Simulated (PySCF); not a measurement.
B(H)(OEt)(NH2) (C2H8BNO), SMILES CCOBN. Geometry optimised at B3LYP-D3(BJ)/def2-SVP. The structure was generated by enumeration, and PubChem lists no compound with its InChIKey, so it may never have been made. One conformer was computed; it need not be the lowest.

Computed equilibrium geometry at B3LYP-D3(BJ)/def2-SVP (PySCF confirms it by a frequency run) as Cartesian coordinates in Å (one conformer of several):
```xyz
13

B     -0.3649     0.7493     0.8744
H     -1.0908     0.0697     1.5703
O      0.5099     0.1739    -0.0017
C      0.5637    -1.2250    -0.2023
C     -0.2172    -1.6348    -1.4412
H      1.6258    -1.5031    -0.3139
H      0.1762    -1.7553     0.6871
H      0.1526    -1.0945    -2.3267
H     -0.1164    -2.7166    -1.6257
H     -1.2877    -1.4029    -1.3219
N     -0.4183     2.1483     0.9725
H     -1.0329     2.6299     1.6138
H      0.1671     2.7561     0.4112
```
